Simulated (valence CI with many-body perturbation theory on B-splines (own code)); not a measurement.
# Level structure of Mo¹⁹⁺

Computed by relativistic CI+MBPT: five valence electrons over a frozen Dirac-Fock core [Ar], radial functions for each j: 7 s, 7 p, 8 d, 6 f, 4 g, 1 h, with the one-electron correlation potential Σ1 (screened to all orders), the two-electron term Σ2, the three-electron term Σ3, Breit, model QED; selected single and double excitations, second order for the rest, scaled by the run's own slope (own B-spline code, finite nucleus).

No measured spectrum was set against this ion. As an estimate, terms of the open shell hold to 2 to 4 % of their energy, and close levels can change places. Only levels of the ground parity were solved; by the run's estimate the other parity begins above the list, which can be wrong where configurations are misplaced.

Levels 1 to 37 of 37, with energies above the lowest level, 3d⁵ ⁶S_5/2. "Leading %" is the weight of the configuration and term that name the level; weights of strongly mixed levels are sums over their largest components and can fall short. Lifetimes count E1, E2, E3, M1 and M2 decay at the calculated energies, and are blank where another channel may lead or the interval is too uncertain; long ones can be off by a factor of two.

```csv
No.,Configuration,Term,J,E (cm⁻¹),Leading %,Lifetime,g,Second component
1,3d⁵,⁶S,5/2,0,93,,1.971,6 % 3d⁵ ⁴P
2,3d⁵,⁴G,5/2,85537,39,1.28 ms,0.997,16 % 3d⁵ ⁴P
3,3d⁵,⁴G,7/2,96808,81,24.6 ms,1.033,8 % 3d⁵ ²F
4,3d⁵,⁴G,11/2,97984,90,,1.249,8 % 3d⁵ ²H
5,3d⁵,⁴G,5/2,100400,43,857 μs,1.084,27 % 3d⁵ ⁴P
6,3d⁵,⁴G,9/2,100890,93,301 ms,1.169,
7,3d⁵,⁴P,3/2,101590,55,691 μs,1.457,39 % 3d⁵ ⁴D
8,3d⁵,⁴P,1/2,109800,73,36.7 ms,1.993,24 % 3d⁵ ⁴D
9,3d⁵,⁴D,7/2,120580,82,3.42 ms,1.361,11 % 3d⁵ ⁴G
10,3d⁵,⁴D,5/2,129590,52,975 μs,1.342,20 % 3d⁵ ²D
11,3d⁵,⁴D,1/2,132360,75,2.07 ms,0.644,23 % 3d⁵ ⁴P
12,3d⁵,⁴D,3/2,135900,54,855 μs,1.365,39 % 3d⁵ ⁴P
13,3d⁵,²I,11/2,140180,80,3.01 ms,0.965,14 % 3d⁵ ²H
14,3d⁵,²I,13/2,148700,100,30.3 ms,1.074,
15,3d⁵,²F,7/2,153300,46,3.27 ms,1.129,35 % 3d⁵ ⁴F
16,3d⁵,²D,3/2,154060,55,771 μs,0.682,40 % 3d⁵ ⁴F
17,3d⁵,²F,5/2,154420,29,310 μs,1.099,24 % 3d⁵ ²D
18,3d⁵,²G,9/2,156860,43,2.49 ms,1.182,41 % 3d⁵ ⁴F
19,3d⁵,⁴F,5/2,170080,59,1.19 ms,1.028,27 % 3d⁵ ²F
20,3d⁵,²H,9/2,176030,56,655 μs,1.082,39 % 3d⁵ ⁴F
21,3d⁵,²F,7/2,180470,41,633 μs,1.139,28 % 3d⁵ ⁴F
22,3d⁵,⁴F,3/2,184070,54,885 μs,0.611,41 % 3d⁵ ²D
23,3d⁵,²G,7/2,187040,61,959 μs,0.989,34 % 3d⁵ ²F
24,3d⁵,²F,5/2,192490,68,709 μs,0.957,18 % 3d⁵ ²D
25,3d⁵,²H,11/2,196400,77,,1.065,18 % 3d⁵ ²I
26,3d⁵,²F,7/2,203000,64,1.10 ms,1.145,26 % 3d⁵ ⁴F
27,3d⁵,²G,9/2,203040,51,1.07 ms,1.083,31 % 3d⁵ ²H
28,3d⁵,²F,5/2,211030,42,324 μs,1.035,41 % 3d⁵ ²D
29,3d⁵,²S,1/2,212910,92,494 μs,1.975,
30,3d⁵,²D,3/2,237150,96,348 μs,0.808,
31,3d⁵,²D,5/2,247240,81,300 μs,1.155,14 % 3d⁵ ²F
32,3d⁵,²G,9/2,264040,99,,1.109,
33,3d⁵,²G,7/2,268580,94,495 μs,0.901,6 % 3d⁵ ²F
34,3d⁵,²P,3/2,311450,87,,1.263,12 % 3d⁵ ²D
35,3d⁵,²P,1/2,320270,96,,0.713,
36,3d⁵,²D,5/2,345820,99,,1.197,
37,3d⁵,²D,3/2,352450,87,,0.861,12 % 3d⁵ ²P
```

Names give the largest LS component (configuration and term), which can be under half, so a name can repeat, a term be missing and a line seem to break the LS rules; names also repeat where a configuration has a term twice.

The ionisation energy to 3d⁴ ⁵D0 of the next ion comes out as 828.97 eV (NIST: 829 ± 4 eV (theoretical)). All 37 levels together are meant to be complete up to 366630 cm⁻¹.
